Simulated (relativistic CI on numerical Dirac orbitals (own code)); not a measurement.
Pt6+: computed level list

Method of calculation: Dirac-Coulomb-Breit CI, KLI orbitals optimised for each configuration, QED by a radiative potential, unscaled Slater integrals (own radial code, finite nucleus).

Configuration list (outside the closed core [Kr] 4d10 4f14): 5s2.5p6.5d4, 5s2.5p6.5d3.6s, 5s2.5p6.5d3.5f, 5s2.5p6.5d3.6p, 5s2.5p5.5d5, 5s2.5p6.5d3.5g, 5s2.5p6.5d3.6d, 5s2.5p6.5d3.7s, 5s2.5p6.5d2.6s.6p, 5s2.5p6.5d3.7p, 5s2.5p6.5d3.6f, 5s2.5p6.5d2.5f.6s, 5s.5p6.5d5, 5s2.5p6.5d2.6s2, 5s2.5p6.5d.5f.6s2, 5s2.5p6.5d.6s2.6p, 5s2.5p6.5d.5g.6s2, 5s2.5p6.5d.6s2.6d. Double excitations out of closed p, d and f shells are left out; levels of such configurations are missing from the list, as are those of other unlisted configurations, and high levels can miss mixing partners.

The lowest level is 5s2.5p6.5d4 5D_0, with 63 % of that term; Hund's rules for 5s2.5p6.5d4 give 5D with J = 0, in agreement.

| No. | Configuration | Term | J | E (cm⁻¹) | % | Next component (%) | Landé g |
| --- | --- | --- | --- | --- | --- | --- | --- |
| 1 | 5s2.5p6.5d4 | 5D | 0 | 0.0 | 63 | 34 3P |  |
| 2 | 5s2.5p6.5d4 | 5D | 1 | 6352.2 | 84 | 16 3P | 1.499 |
| 3 | 5s2.5p6.5d4 | 5D | 2 | 11770.1 | 91 | 4 3P | 1.472 |
| 4 | 5s2.5p6.5d4 | 5D | 3 | 15929.2 | 86 | 8 3F | 1.448 |
| 5 | 5s2.5p6.5d4 | 5D | 4 | 18570.8 | 64 | 24 3F | 1.376 |
| 6 | 5s2.5p6.5d4 | 3P | 0 | 26258.5 | 49 | 36 5D |  |
| 7 | 5s2.5p6.5d4 | 3H | 4 | 28778.9 | 56 | 18 5D | 0.989 |
| 8 | 5s2.5p6.5d4 | 3G | 3 | 33838.4 | 63 | 24 3F | 0.903 |
| 9 | 5s2.5p6.5d4 | 3F | 2 | 34878.7 | 66 | 18 1D | 0.824 |
| 10 | 5s2.5p6.5d4 | 3P | 1 | 35677.3 | 75 | 13 3D | 1.374 |
| 11 | 5s2.5p6.5d4 | 3H | 5 | 35910.2 | 76 | 24 3G | 1.073 |
| 12 | 5s2.5p6.5d4 | 3H | 6 | 39152.5 | 73 | 27 1I | 1.121 |
| 13 | 5s2.5p6.5d4 | 3G | 4 | 42267.9 | 60 | 16 3H | 1.035 |
| 14 | 5s2.5p6.5d4 | 3P | 2 | 43231.0 | 45 | 43 3D | 1.262 |
| 15 | 5s2.5p6.5d4 | 3F | 4 | 45063.4 | 43 | 23 1G | 1.143 |
| 16 | 5s2.5p6.5d4 | 3F | 3 | 45517.4 | 47 | 38 3D | 1.162 |
| 17 | 5s2.5p6.5d4 | 3D | 3 | 49231.7 | 34 | 32 3F | 1.105 |
| 18 | 5s2.5p6.5d4 | 3P | 2 | 52111.6 | 34 | 32 1D | 1.142 |
| 19 | 5s2.5p6.5d4 | 3G | 5 | 52639.8 | 75 | 24 3H | 1.159 |
| 20 | 5s2.5p6.5d4 | 3D | 1 | 54504.5 | 85 | 11 3P | 0.644 |
| 21 | 5s2.5p6.5d4 | 1I | 6 | 55637.6 | 73 | 27 3H | 1.045 |
| 22 | 5s2.5p6.5d4 | 1G | 4 | 61886.5 | 45 | 38 3F | 1.085 |
| 23 | 5s2.5p6.5d4 | 1S | 0 | 62111.8 | 74 | 25 3P |  |
| 24 | 5s2.5p6.5d4 | 3P | 2 | 62910.5 | 37 | 23 3D | 1.168 |
| 25 | 5s2.5p6.5d4 | 1F | 3 | 66071.5 | 62 | 20 3D | 1.059 |
| 26 | 5s2.5p6.5d4 | 3P | 2 | 70851.5 | 65 | 22 3F | 1.256 |
| 27 | 5s2.5p6.5d4 | 3F | 4 | 76079.4 | 64 | 27 1G | 1.167 |
| 28 | 5s2.5p6.5d4 | 3F | 2 | 78281.1 | 57 | 26 1D | 0.874 |
| 29 | 5s2.5p6.5d4 | 3F | 3 | 79096.6 | 79 | 19 1F | 1.071 |
| 30 | 5s2.5p6.5d4 | 3P | 1 | 79685.8 | 97 | 2 3D | 1.484 |
| 31 | 5s2.5p6.5d4 | 3P | 0 | 83717.8 | 84 | 15 1S |  |
| 32 | 5s2.5p6.5d4 | 1G | 4 | 84580.0 | 75 | 21 3F | 1.053 |
| 33 | 5s2.5p6.5d4 | 1D | 2 | 102855.1 | 92 | 3 3F | 1.000 |
| 34 | 5s2.5p6.5d4 | 1S | 0 | 129693.0 | 92 | 7 3P |  |
| 35 | 5s2.5p6.5d3.6s | 5F | 1 | 147665.4 | 87 | 12 3D | 0.071 |
| 36 | 5s2.5p6.5d3.6s | 5F | 2 | 151320.5 | 84 | 9 3D | 1.012 |
| 37 | 5s2.5p6.5d3.6s | 5F | 3 | 157737.3 | 92 | 3 3D | 1.243 |
| 38 | 5s2.5p6.5d3.6s | 5F | 4 | 163774.1 | 88 | 9 3G | 1.318 |
| 39 | 5s2.5p6.5d3.6s | 5P | 2 | 167469.9 | 30 | 26 3F | 1.269 |
| 40 | 5s2.5p6.5d3.6s | 5F | 5 | 168644.6 | 72 | 24 3G | 1.335 |
| 41 | 5s2.5p6.5d3.6s | 5P | 1 | 170440.9 | 73 | 22 3P | 2.184 |
| 42 | 5s2.5p6.5d3.6s | 3F | 2 | 172321.3 | 55 | 33 5P | 1.134 |
| 43 | 5s2.5p6.5d3.6s | 3F | 3 | 176352.1 | 47 | 46 3G | 0.944 |
| 44 | 5s2.5p6.5d3.6s | 3H | 4 | 178607.2 | 42 | 29 3G | 0.977 |
| 45 | 5s2.5p6.5d3.6s | 3D | 1 | 180829.9 | 32 | 26 1P | 1.035 |

Energies count from the lowest computed level.

The mean weight of the leading LS term, summed over parents, in these 45 levels is 66 %, and that of the leading jj configuration (from the same eigenvectors) 67 %.

At this charge configurations can still be misplaced by up to about 7 % of their energy. Terms inside the open d or f shell come out 10 to 20 % too wide with unscaled integrals. Levels and lines within the n = 5 or 6 shells can be off by up to 10 % or somewhat more, and those that change n by about 2 %, since core polarisation is missing.

LS names give the leading component of a level, which can be under half, so a name can repeat, a term be missing and a line seem to break the LS rules.
